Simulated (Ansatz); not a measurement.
CH5Si (SMILES [CH2][SiH3]) moved off its minimum; all values from Ansatz (an electronic-structure program), cores frozen in correlated methods. Open shells are unrestricted.
(charge 0, multiplicity 2)
```xyz
7

C      1.2368    -0.1209     0.0286
Si    -0.5860     0.0903     0.0023
H      1.9824     0.7376    -0.0591
H      1.7641    -1.1196     0.0825
H     -1.1639    -0.3782     1.3142
H     -0.9758     1.4817    -0.2152
H     -1.1778    -0.7575    -1.0956
```

### Question
Give the forces (eV/Å), the total energy and the dipole at CCSD(T)/cc-pV(T+d)Z.

### Answer

| atom | Fx | Fy | Fz |
|---|---|---|---|
| C1 | 2.231 | 0.112 | -0.157 |
| Si2 | -0.455 | -0.810 | 0.140 |
| H3 | -1.150 | -1.146 | 0.145 |
| H4 | -0.794 | 1.139 | -0.031 |
| H5 | 0.080 | 0.127 | -0.366 |
| H6 | -0.018 | 0.349 | -0.046 |
| H7 | 0.106 | 0.228 | 0.314 |
Energy -330.0193 hartree, dipole 0.66 D.
